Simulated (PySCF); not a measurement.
C6H8N2.
Bonds: C1–N2, N2–C3, C3–C4 (aromatic), C4–C5 (aromatic), C5–C6 (aromatic), C6–C7 (aromatic), C7–N8 (aromatic), C3–N8 (aromatic). Hydrogens: H9, H10, H11 on C1; H12 on N2; H13 on C4; H14 on C5; H15 on C6; H16 on C7.

The same species was optimised twice, with GFN2-xTB and with PBE0-D3(BJ)/def2-SVP (PySCF), and the same property calculations (PySCF, gas phase) were run on both structures.

| coordinate | GFN2-xTB | PBE0-D3(BJ)/def2-SVP | change |
| --- | --- | --- | --- |
| C6–C7 (Å) | 1.383 | 1.394 | +0.011 |
| C1–N2 (Å) | 1.438 | 1.429 | -0.009 |
| C3–C4 (Å) | 1.404 | 1.413 | +0.009 |
| C4–C5 (Å) | 1.378 | 1.387 | +0.009 |
| C5–C6 (Å) | 1.390 | 1.396 | +0.006 |
| C7–N8 (Å) | 1.321 | 1.326 | +0.005 |
| C3–N8 (Å) | 1.336 | 1.340 | +0.004 |
| N2–C3 (Å) | 1.361 | 1.361 | 0.000 |
| N2–C3–C4 (°) | 123.1 | 122.2 | -0.9 |
| N2–C3–N8 (°) | 114.8 | 115.7 | +0.9 |
| C1–N2–C3 (°) | 124.2 | 124.9 | +0.7 |
| C5–C6–C7 (°) | 117.7 | 117.2 | -0.5 |
| C6–C7–N8 (°) | 123.9 | 124.2 | +0.3 |
| C4–C5–C6 (°) | 119.6 | 119.8 | +0.2 |
| C3–C4–C5 (°) | 118.3 | 118.2 | -0.1 |
| C3–N8–C7 (°) | 118.5 | 118.4 | -0.1 |
| C1–N2–C3–C4 (°) | -14 | -1 | +13 |

Rotational constants: A = 5186, B = 1586, C = 1226 MHz (GFN2-xTB) against A = 5142, B = 1578, C = 1217 MHz (PBE0-D3(BJ)/def2-SVP). Point groups within 0.08 Å: C1 and Cs. Atoms that the bonding makes alike are paired by their places after alignment.

On the GFN2-xTB structure: HOMO (eV) -5.96 [PBE0/pcSseg-1]; LUMO (eV) -0.39 [PBE0/pcSseg-1]; dipole (D) 2.04 [PBE0/pcSseg-1]; GIAO shielding of C1 (ppm) 156.4 [PBE0/pcSseg-1]; GIAO shielding of N2 (ppm) 178.3 [PBE0/pcSseg-1]; GIAO shielding of C3 (ppm) 23.6 [PBE0/pcSseg-1]; GIAO shielding of C4 (ppm) 82.7 [PBE0/pcSseg-1]; GIAO shielding of C5 (ppm) 43.4 [PBE0/pcSseg-1]; GIAO shielding of C6 (ppm) 70.5 [PBE0/pcSseg-1]; GIAO shielding of C7 (ppm) 31.4 [PBE0/pcSseg-1]; GIAO shielding of N8 (ppm) -40.2 [PBE0/pcSseg-1].

What do these properties become on the PBE0-D3(BJ)/def2-SVP structure?

| property | level | on GFN2-xTB | on PBE0-D3(BJ)/def2-SVP | change |
| --- | --- | --- | --- | --- |
| HOMO (eV) | PBE0/pcSseg-1 | -5.96 | -5.92 | +0.04 |
| LUMO (eV) | PBE0/pcSseg-1 | -0.39 | -0.41 | -0.02 |
| dipole (D) | PBE0/pcSseg-1 | 2.04 | 2.06 | +0.02 |
| energy, GFN2-xTB geometry as zero (kcal/mol) | PBE0/pcSseg-1 | 0.0 | -0.3 | -0.3 |
| GIAO shielding of C1 (ppm) | PBE0/pcSseg-1 | 156.4 | 155.7 | -0.7 |
| GIAO shielding of N2 (ppm) | PBE0/pcSseg-1 | 178.3 | 178.8 | +0.5 |
| GIAO shielding of C3 (ppm) | PBE0/pcSseg-1 | 23.6 | 23.5 | -0.1 |
| GIAO shielding of C4 (ppm) | PBE0/pcSseg-1 | 82.7 | 80.9 | -1.8 |
| GIAO shielding of C5 (ppm) | PBE0/pcSseg-1 | 43.4 | 41.3 | -2.1 |
| GIAO shielding of C6 (ppm) | PBE0/pcSseg-1 | 70.5 | 68.2 | -2.3 |
| GIAO shielding of C7 (ppm) | PBE0/pcSseg-1 | 31.4 | 29.3 | -2.1 |
| GIAO shielding of N8 (ppm) | PBE0/pcSseg-1 | -40.2 | -38.8 | +1.4 |

The heavy atoms differ by 0.052 Å rms after alignment (one structure mirrored). Among the bonds compared C6–C7 changes most (+0.011 Å). Changes are differences of the printed values. Neither structure is proved a minimum here.

Shape of the structure used: `[CH3:1][NH:2][c:3]1[cH:4][cH:5][cH:6][cH:7][n:8]1`: C1–N2–C3–C4 -1°.
